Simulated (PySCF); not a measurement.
Computed structure and properties of [Ce(NH)Cl]+

System: [Ce(NH)Cl]+ (singlet); start: template (Cs). Method: PySCF 2.14.0, RKS TPSS, Ce lcecp-2-SVP with ECP46, N def2-SVP, H def2-SVP, Cl def2-SVP; non-relativistic Hamiltonian with scalar-relativistic core potentials where named; density fitting; no spin-orbit coupling.

Input of the relaxation:

```python
mol = gto.M(atom='''
Ce     0.28880     0.00000    -0.25799
N      2.04560     0.00000     0.52821
H      2.97660     0.00000     0.94491
Cl    -2.06040     0.00000     0.79341''',
    basis={'Ce': 'lcecp-2-SVP', 'N': 'def2-SVP', 'H': 'def2-SVP', 'Cl': 'def2-SVP'},
    ecp={'Ce': 'lcecp-2-SVP'},
    charge=1, spin=0)
mf = dft.RKS(mol, xc='TPSS')
mf.grids.atom_grid = (50, 194)  # f atoms: unpruned, at least (60, 302)
mf = mf.density_fit()  # fitting sets: Ce AutoAux, N def2-universal-JKFIT, H def2-universal-JKFIT, Cl def2-universal-JKFIT
mf.conv_tol = 1e-08; mf.max_cycle = 55
mf.kernel(dm0)  # dm0: converged density of the start geometry
# quasi-Newton relaxation in Cartesian coordinates to a largest gradient under 0.00045 Eh/bohr, steps kept in the point group
```

Run from Python with OMP_NUM_THREADS=2; the lines above give its settings. Where DIIS fails, smearing, a level shift and second-order steps follow.
It took 20 s on 2 threads of Arm Neoverse V2, on a shared host, from the converged density of the start.

Course of the relaxation:

```tsv
step	energy above end (eV)	largest force component within the symmetry (eV/Å)
0	0.4976	1.483
1	0.3218	0.738
2	0.0793	0.715
3	0.0218	0.491
4	0.0113	0.348
5	0.0069	0.349
6	0.0008	0.218
7	0.0000	0.016
8	0.0000	0.005
```

Relaxed geometry (Cs):

```xyz
4

Ce    0.3163    0.0000   -0.6382
N     1.8556    0.0000    0.4534
H     2.5939    0.0000    1.1736
Cl   -1.5152    0.0000    1.0198
```

```json
{"contact": "Ce1–N2 (NH)", "Å": "1.887"}
{"contact": "Ce1–Cl4 (Cl)", "Å": "2.471"}
```

On the finer grid (75, 302):

The HOMO is not given (4f levels lie in the core) and the LUMO is not given (4f levels lie in the core). The dipole about the centre of mass is 5.36 D. The set of Mulliken populations of Ce1 outside the core potential is s 2.12, p 6.07, d 2.42, f 0.10 and the D3(BJ) dispersion energy (not in the energies) is -0.103 eV.

```
atom  Mulliken (e)  Löwdin (e)  spin (e)
 Ce1          1.29        1.07      0.00
  N2         -0.29       -0.26      0.00
  H3          0.20        0.11      0.00
 Cl4         -0.20        0.08      0.00
```

The large-core potential holds the 4f shell empty.

No frequency check is given here. The steps kept the symmetry Cs of the start, so a lower state may lie off it.

Rigid scan of NH along the line from its metal, all other atoms held (where the atom bridges, its other bond changes as well):

| distance to N2 (Å) | energy (eV) |
| --- | --- |
| 1.59 | 2.792 |
| 1.69 | 1.059 |
| 1.79 | 0.227 |
| 1.89 | 0.000 |
| 1.99 | 0.170 |
| 2.09 | 0.594 |
| 2.19 | 1.168 |
| 2.34 | 2.164 |

Taking off one Cl (charge -1, singlet; the rest: singlet) in vacuum, both parts rigid, costs 14.39 eV; the small basis without counterpoise inflates it. Most of it is the attraction of opposite charges; other ways to part are cheaper, and one spin state was tried for the rest.

Rigid scan of Cl along the line from its metal, all other atoms held (where the atom bridges, its other bond changes as well):

| distance to Cl4 (Å) | energy (eV) |
| --- | --- |
| 2.17 | 1.004 |
| 2.27 | 0.390 |
| 2.37 | 0.085 |
| 2.47 | 0.000 |
| 2.57 | 0.068 |
| 2.67 | 0.238 |
| 2.87 | 0.752 |
| 3.17 | 1.659 |
| 3.57 | 2.754 |
| 4.07 | 3.750 |

One start shape was tried, so this needn't be the lowest isomer.
